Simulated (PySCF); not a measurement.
PySCF 2.14 output of an unrestricted B97-3 calculation on a single atom or ion in aug-cc-pVQZ-PP with ECP10MDF (7s6p5d3f2g, 89 functions), with scalar relativity through the core potential:

```
SCF conv_tol = 1e-09
number electrons alpha = 14  beta = 12
    T. W. Keal and D. J. Tozer.,  J. Chem. Phys. 123, 121103 (2005)
cycle= 1 E= -463.248212443384  delta_E= -0.00832  |g|= 0.0345  |ddm|= 0.565
cycle= 2 E= -463.248442388899  delta_E= -0.00023  |g|= 0.0179  |ddm|= 0.126
cycle= 3 E= -463.248485540537  delta_E= -4.32e-05  |g|= 0.00229  |ddm|= 0.0407
cycle= 4 E= -463.248493273068  delta_E= -7.73e-06  |g|= 0.000739  |ddm|= 0.0315
cycle= 5 E= -463.248494657036  delta_E= -1.38e-06  |g|= 0.0002  |ddm|= 0.0103
cycle= 6 E= -463.248494914464  delta_E= -2.57e-07  |g|= 3.98e-05  |ddm|= 0.0057
cycle= 7 E= -463.248494922487  delta_E= -8.02e-09  |g|= 6.59e-06  |ddm|= 0.000843
cycle= 8 E= -463.248494922654  delta_E= -1.67e-10  |g|= 1.08e-06  |ddm|= 0.000117
converged SCF energy = -463.248494922654  <S^2> = 2.002736  2S+1 = 3.0018234
```

The run itself started from symmetry-adapted Hartree-Fock orbitals and held the occupation by maximum overlap, on a logarithmic radial grid, so the iterations belong to that start.

**Question.** Which element, charge and spin multiplicity is this?

**Answer.** Kr (krypton, neutral), multiplicity 3; the state was [Ar] 3d10 4s2 4p5 5s1, high-spin 3P determinant (an excited configuration).

Energies and moments cover only the electrons outside the core potential. The outer electron is Rydberg-like, and this basis confines it to a smaller radius and binds it less than a complete one would.
